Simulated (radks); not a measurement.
Effect of the nuclear size on the strontium ion Sr3+, [Ar] 3d10 4s2 4p5. All-electron calculation, Dirac Kohn-Sham, exchange-only LDA, spin-unpolarised, spherical densities, finite nucleus; open shells are shared between the two j in proportion to 2j + 1; Fermi nuclear charge, rms radius 4.224 fm. Program: a radial shooting solver on a logarithmic mesh with Libxc functionals. The rms radius is varied about that value; shifts are against it.

| rms radius (fm) | total energy shift (eV) | density at nucleus (e/bohr^3) | 1s1/2 shift (meV) | 2s1/2 shift (meV) | 3p1/2 shift (meV) | 4s1/2 shift (meV) |
|---|---|---|---|---|---|---|
| 3.7213 | -0.185 | 6.138e+04 | -78.5 | -8.09 | 0.125 | -0.188 |
| 3.8692 | -0.133 | 6.117e+04 | -56.3 | -5.81 | 0.090 | -0.135 |
| 4.224 | 0 | 6.07e+04 | 0.000 | 0.000 | 0.000 | 0.000 |
| 4.6211 | 0.161 | 6.021e+04 | 68.4 | 7.05 | -0.109 | 0.164 |
| 4.8534 | 0.262 | 5.995e+04 | 111 | 11.4 | -0.176 | 0.266 |

Slopes of the eigenvalues against <r^2> in GHz/fm^2, as finite differences over the two radii next to the reference (eigenvalue slopes, not the field-shift constants of lines): 1s1/2 4720, 2s1/2 487, 3p1/2 -7.51, 4s1/2 11.3.
